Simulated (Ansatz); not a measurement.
MgSe₂. Charge 0, multiplicity 3. Geometry PBE-D4/def2-TZVP; atoms count from 1.

```xyz
3

Mg   -1.2078    0.2318   -0.9609
Se    0.2919    0.8176    1.0951
Se    0.9159   -1.0494   -0.1341
```

The structure comes from a short search, and lower isomers may exist.

(1) Estimate the Mulliken populations from the PBE0/def2-TZVP orbitals of Ansatz.

(2) Where does the spin sit?

(3) And the Mayer bond orders between bonded heavy atoms (over 0.3)?

Results:

(1) 
| atom | charge (e) | spin (α − β) |
| --- | --- | --- |
| Mg1 | 0.43 | 0.92 |
| Se2 | -0.21 | 0.54 |
| Se3 | -0.21 | 0.54 |
Mulliken values and Mayer orders depend strongly on the basis.

(2) Summed by element: Mg 0.92, Se 1.08, of 2 unpaired in all. Largest on single atoms: Mg1 0.92, Se3 0.54, Se2 0.54.

(3) Mg1–Se2 0.49 (2.61 Å); Mg1–Se3 0.49 (2.61 Å); Se2–Se3 1.52 (2.32 Å).
